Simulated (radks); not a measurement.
Values are calculated unless marked as measured or tabulated.
Question: Species: the potassium ion K2+. Configuration: [Ne] 3s2 3p4 6p1 (not the ground configuration). Level of theory: non-relativistic Kohn-Sham, r2SCAN, spin-polarised, spherical densities, point nucleus; open shells are filled with parallel spins first; meta-GGA in the generalised Kohn-Sham scheme (a radial shooting solver on a logarithmic mesh with Libxc functionals). Some entries of the table are withheld. Estimate them.

orbital,occ.,eigenvalue (eV),r(max) (bohr)
1s up,1,-3562.526,0.05354
1s down,1,-3561.705,0.05353
2s up,1,-395.9311,0.3194
2s down,1,-395.5389,0.3197
2p up,3,(1),(2)
2p down,3,(3),(4)
3s up,1,(5),1.055
3s down,1,(6),1.060
3p up,3,-53.7408,1.106
3p down,1,-49.9714,1.113
6p up,1,-4.6851,12.07

Answer: 
(1) 2p up eigenvalue (eV): -323.4993
(2) 2p up r(max) (bohr): 0.2632
(3) 2p down eigenvalue (eV): -322.6337
(4) 2p down r(max) (bohr): 0.2636
(5) 3s up eigenvalue (eV): -71.8991
(6) 3s down eigenvalue (eV): -67.9699
